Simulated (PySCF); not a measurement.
silanone (H2OSi), SMILES O=[SiH2].

The structure is a stationary point at B3LYP-D3(BJ)/def2-TZVP.

Computed with PySCF with CAM-B3LYP/def2-TZVPD.

The molecule is in vacuum.

| Property | Result |
|---|---|
| total energy | -365.93012 hartree |
| point group | C2v |
| highest occupied level | -9.75 eV |
| lowest empty level | -1.27 eV |
| orbital gap | 8.47 eV |
| dipole moment | 3.94 D |
| quadrupole, principal values (traceless, Buckingham form, about the centre of nuclear charge) | -4.23, 0.38, 3.85 D·Å |
| mean static polarisability | 30.1 bohr³ (4.47 Å³) |
| polarisability, principal values | 25.0, 30.4, 35.0 bohr³ |
